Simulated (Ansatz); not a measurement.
```yaml
crystal:
  periodic: [false, false, false]
  atoms:
    - {symbol: N, position_ang: [-0.979146, -0.687346, -1.235970]}
    - {symbol: Si, position_ang: [-0.011934, 0.010377, 0.033120]}
    - {symbol: O, position_ang: [1.553751, 0.004907, -0.439738]}
    - {symbol: O, position_ang: [-0.084147, -0.865022, 1.408761]}
    - {symbol: O, position_ang: [-0.600041, 1.504168, 0.309030]}
    - {symbol: H, position_ang: [-1.983145, -0.586275, -1.077154]}
    - {symbol: H, position_ang: [1.718468, 0.041015, -1.383007]}
    - {symbol: H, position_ang: [0.566528, -1.562939, 1.500846]}
    - {symbol: H, position_ang: [-0.091837, 2.094816, 0.867113]}
basis:
  gaussian: {orbitals: cc-pVDZ, nuclear_model: gaussian}
magnetization: {spin_polarized: true, initial_magnetization: 3}
hamiltonian: {xc: {name: wB97M-V}}
output: {forces: true}
```

```sh
$ ansatz run in.yaml --threads 4 --pin off --events-out ev --progress --plain --max-ram 10444MiB
```

It prints (some lines left out):

```
Functional definition: wB97M-V
878 factors; integrals over basis functions are off by at most 1.5e-3 eV
248 factors; integrals over basis functions are off by at most 5.3e-6 eV
mean field evaluation 1: about -15555.5050 eV, gradient 5.1e1 eV
mean field evaluation 2: about -15531.8044 eV, gradient 8.9e1 eV
mean field evaluation 4: about -15565.1120 eV, gradient 3.9e0 eV
mean field evaluation 8: about -15565.5802 eV, gradient 1.1e0 eV
mean field evaluation 16: about -15565.7138 eV, gradient 5.2e-2 eV
mean field -15565.71403123 eV, -572.0294398279 hartree, gradient 6.4e-5 eV, S^2 3.755196; 0 other end points of the search recorded, 0 dependent functions left out
reference -15565.71406948 eV, -572.0294412334 hartree; 26, 23 occupied and 68, 71 virtual orbitals, 878 factors
Total energy: -15565.71406948 eV, -572.0294412334 hartree
Atom 0 at    -0.979146    -0.687346    -1.235970 Å, force     1.928413    -1.012420    -2.071925 eV/Å
Atom 1 at    -0.011934     0.010377     0.033120 Å, force     2.937650     1.327256     2.110779 eV/Å
Atom 2 at     1.553751     0.004907    -0.439738 Å, force     1.342600    -0.105534     0.243615 eV/Å
Atom 3 at    -0.084147    -0.865022     1.408761 Å, force    -0.786339    -0.175431     0.890604 eV/Å
Atom 4 at    -0.600041     1.504168     0.309030 Å, force    -1.232498     0.359040    -0.738152 eV/Å
Atom 5 at    -1.983145    -0.586275    -1.077154 Å, force    -5.305455    -0.292223    -0.348142 eV/Å
Atom 6 at     1.718468     0.041015    -1.383007 Å, force     0.084027     0.096650    -0.540411 eV/Å
Atom 7 at     0.566528    -1.562939     1.500846 Å, force     0.501769    -0.603162    -0.036772 eV/Å
Atom 8 at    -0.091837     2.094816     0.867113 Å, force     0.529833     0.405826     0.490404 eV/Å
Dipole moment:     0.597522    -0.124318    -0.221041 e Å
```

Hardware: 4 threads of an Arm Neoverse V2 on a shared host. Wall time 9.5 s, peak host memory 0.43 GiB.
